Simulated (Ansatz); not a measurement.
Species: sum formula MoO4H2, charge 1, multiplicity 2. The spin state was set by rule; other spins were not relaxed. 
Geometry from a B3LYP-D3(BJ)/def2-TZVP (Ansatz, a program for electronic structure) optimisation:
```
Mo
O 1 1.6656
O 1 1.8109 2 112.87
H 3 0.9716 1 140.29 2 11.83
O 1 1.8109 2 112.87 3 -124.67
H 5 0.9716 1 140.29 2 -11.83
O 1 1.8256 2 100.45 5 -117.66
```
Charge +1, spin multiplicity 2.

Total electronic energies in hartree. Valence correlation only, unless marked. Open shells are spin-unrestricted. No spin-orbit coupling. Frozen are the shells of the preceding noble gas and the d and f shells that filled before the atom's block. In def2 rows, elements after Kr have scalar-relativistic effective core potentials. STO-3G rows are all-electron and non-relativistic. Basis-set limits of correlation are two-point, X^-3; Hartree-Fock from the larger set. [CCSD(T)-MP2]/basis is that difference in the basis named.

The UHF reference is spin-contaminated (<S^2> 0.46 over the pure value in the largest basis). The T1 diagnostic of CCSD in the largest basis is 0.055, which is high, so the coupled-cluster rows are less sure than usual.

```tsv
level	program	energy (Eh)
r2SCAN-D4/def2-TZVPD	Ansatz + dftd4	-370.14761
B97M-V/def2-TZVPD	Ansatz	-370.15234
PBE0-D4/def2-TZVPD	Ansatz + dftd4	-369.89392
BHLYP-D4/def2-TZVPD	Ansatz + dftd4	-369.92729
r2SCANh-D4/def2-TZVPD	Ansatz + dftd4	-370.08969
HSE06/def2-TZVPD	Ansatz	-369.87683
CAM-B3LYP/def2-TZVPD	Ansatz	-370.07308
LC-wPBE-D3(BJ)/def2-TZVPD	Ansatz + dftd3	-370.03933
B2PLYP/def2-TZVPD	Ansatz	-369.86955
PBE-QIDH/def2-TZVPD	Ansatz	-369.66158
RPA@PBE/def2-QZVPP	Ansatz	-369.87348
MP2/def2-SVPD	Ansatz	-368.60159
RI-MP2/CBS(def2-TZVPP,def2-QZVPP)	Ansatz	-369.3472
CCSD/STO-3G	Ansatz	-4232.84391
RI-MP2/CBS(def2-TZVPP,def2-QZVPP)+[CCSD(T)-MP2]/def2-TZVPP	Ansatz	-369.4153
```

Totals of different functionals don't rank their quality; only differences between species are comparable.
